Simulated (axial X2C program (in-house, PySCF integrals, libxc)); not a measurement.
## Nuclear properties of WH⁻

Calculated with an in-house all-electron X2C program for linear molecules (integrals from PySCF): two-component X2C with atomic mean-field Coulomb and Gaunt terms, Gaussian nuclei, basis W dyall-acv3z, H dyall-av3z with contracted cores.

R = 1.739 Å (near the PBE0 minimum at charge -1 of the determinant lowest at the starting distance; the state shown can have its own minimum elsewhere).

Determinant lowest in the PBE0 search, Ω = 2 (⟨Sz⟩ = 1.98, ⟨Lz⟩ = 0.02 at PBE0), spin on the atoms W 1.98, H 0.00:

```
level  Eeff magnitude (GV/cm)  Ws magnitude W (kHz)  A∥/gI W (MHz)  qzz W (a.u.)  A∥/gI H (MHz)  qzz H (a.u.)
 PBE0                      12                  6.43            551         -2.67          -3.98          0.10
 BP86                     6.9                  3.71            414         -1.90          -3.57          0.10
  LDA                    5.42                  2.96            305         -1.66          -3.04          0.10
PBE50                    16.8                     9            642         -3.29          -3.85          0.11
```

Determinant 0.61 eV from it at PBE0 and this distance, Ω = 4 (⟨Sz⟩ = 2.97, ⟨Lz⟩ = 1.03 at PBE0), spin on the atoms W 3.02, H -0.05:

```csv
level,Eeff magnitude (GV/cm),Ws magnitude W (kHz),A∥/gI W (MHz),qzz W (a.u.),A∥/gI H (MHz),qzz H (a.u.)
PBE0,24.8,5.92,1040,-0.49,-0.872,0.10
HF,29.7,7.18,837,-2.02,-1.79,0.11
BP86,23.6,5.56,1100,0.09,-0.226,0.10
LDA,24.5,5.68,1070,0.36,0.271,0.10
PBE50,25.7,6.16,1010,-0.97,-1.11,0.10
```

Eeff is the effective electric field on the electron electric dipole moment in this Ω state and Ws the scalar–pseudoscalar constant of the nucleus named (defined with the proton number Z and per Ω); A∥ (defined per Ω) follows by multiplying with gI = μI/(I μN); qzz is the electric field gradient, eQq0 = 234.96 MHz × Q/barn × qzz. The operators were transformed with the bare-nucleus X2C matrices; with these basis sets, hyperfine constants and field gradients can be off by tens of per cent, and where levels differ in sign neither size nor sign is settled.

Problem. With gI(1H) = 5.5857 (g factors from the IAEA table of nuclear moments by Stone), turn the PBE0 values of the first state into constants in MHz.

Solution. A∥(1H) = -3.98 × 5.5857 = -22.2 MHz.

Each state is one determinant with collinear spin, which with several unpaired electrons need not be a pure state. Unrestricted Hartree–Fock can overshoot spin polarisation at the nuclei. For an anion, determinants above electron detachment, or with a positive highest level, are held by the basis set. This is the top spin component of a Σ state; components of lower Ω are not single determinants and can lie lower. With several open shells hyperfine constants can be off by a factor of several. Where Eeff spreads by more than a factor of two the levels disagree and none is to be relied on. Open-shell Ω = 0 determinants with evenly filled partner blocks cannot be reached by this program, so the Ω shown need not be the lowest component. Left out as unconverged or as another state under the same occupation: HF in at least one table. States lie within half an eV, so the first need not be the ground state. Further determinants of the search, some of them spin-mixed, are not shown. Where a field gradient or hyperfine factor spreads by more than a factor of two over the levels, a constant derived from it is not to be relied on. PBE0 term energies can be off by some tenths of an eV.
